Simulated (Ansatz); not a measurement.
Harmonic frequencies (cm⁻¹) at PBE0-D4/def2-TZVP from Ansatz: 26, 52, 90, 151, 276, 309, 344, 409, 552, 583, 595, 674, 736, 750, 823, 864, 930, 1435, 1947, 1956, 2200, 2204, 2298, 3663.

Each molecule was computed in one conformer, which needn't be the lowest.

Problem. Which molecule is it?
A. `NCOC=O`
B. `[CH3][SnH]1[AlH][SiH2]1`
C. `O[SiH2][AlH2]`
D. `N=C=N[SiH2][GaH2]`

Solution. D.
